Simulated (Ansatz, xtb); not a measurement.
Spectroscopic constants of SbTe, multiplicity 2 (lowest of 2S+1 = 2, 4 at CCSD(T)/def2-TZVPP on PBE0 minima; our sources give no spin for the ground state, which may be another). No spin–orbit coupling. The T1 diagnostic near the minimum is 0.048, so single-reference values are doubtful.

Constants: fifth-degree fit in 1/R to seven points, most abundant isotopes. Runs in def2 and cc sets follow the lowest solution found near the PBE0 minimum.

The values were computed with Ansatz (a first-principles code) with Gaussian orbitals; xtb for the GFN methods. Each number belongs to the level named beside it. In def2 rows elements past Kr take small-core potentials, without spin–orbit coupling. The GFN methods have no spin term and hold the electronic entropy of 300 K.

What bond length and harmonic frequency does GFN1-xTB give?

r_e = 2.562 Å, ω_e = 329 cm⁻¹.

What bond length and harmonic frequency does GFN2-xTB give?

r_e = 2.592 Å, ω_e = 266 cm⁻¹.

What bond length and harmonic frequency does PBE/def2-TZVPP give?

r_e = 2.558 Å, ω_e = 253 cm⁻¹.
